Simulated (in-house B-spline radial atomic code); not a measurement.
Atomic self-consistent-field run: S V (S4+) (an excited or competing configuration). Method: scalar-relativistic (X2C) PBE, spin-polarised, spherical fractional occupations, Fermi nucleus of rms radius 3.2611 fm. Calculated with a radial B-spline atomic code at the basis-set limit.

In the input, 3d5,1 would mean five up and one down electron.

Command:
```bash
python run_scf.py task.json out
```
Settings (nuclear radius in fm, mass in u):
```
Z                16
configuration    1s2 2s2 2p3,2 3s2 3d0,1
hamiltonian      x2c
method           pbe,pbe
spin_polarised   True
nucleus          fermi
rms_radius       3.2611
atomic_mass      31.97207
speed_of_light   137.035999084
```

Output (hartree, bohr):
```
 radial grid: 68 intervals, B-splines of order 8, outer radius 14.6809 bohr

 iter        energy (Eh)    residual
    1        -383.944533    5.49e-01
    2        -387.319723    2.00e-01
    3        -387.755886    6.69e-02
    4        -387.805432    2.20e-02
    5        -387.810579    7.86e-03
    6        -387.811336    1.38e-04
    7        -387.811336    1.10e-05
    8        -387.811336    4.86e-07
    9        -387.811336    1.40e-08

 total energy                      -387.81134
 kinetic                             389.6477
 electron-nucleus                   -891.4429
 Hartree                             136.8247
 exchange-correlation                -22.8408

 orbital      occ     eigenvalue          <r>       <r^2>       <1/r>       <r^4>     <1/r^3>       r_max
 1s up      1.000       -92.2060    0.0966443    0.012582       15.75 0.000409563           -     0.06309
 1s down    1.000       -92.1310    0.0965732    0.012562     15.7588 0.000408196           -     0.06307
 2s up      1.000       -10.9373     0.464948     0.25621     3.17191    0.116836           -      0.3817
 2s down    1.000       -10.8117     0.467328    0.259029     3.15343    0.119853           -      0.3828
 2p up      3.000        -9.0044     0.422612    0.221297     3.06856    0.102342     88.4864      0.3171
 2p down    2.000        -8.8577     0.425889    0.225111     3.05059    0.106503     87.4587      0.3186
 3s up      1.000        -2.6131      1.39033     2.20475     1.00699     7.44629           -       1.242
 3s down    1.000        -2.6609      1.39637     2.22066     1.00045      7.5125           -       1.253
 3d down    1.000        -1.5146      1.60058     3.01024    0.756687     15.9131    0.934549       1.329
```

Cost of the run: 0.12 s on 1 thread of Arm Neoverse V1, on a shared host.
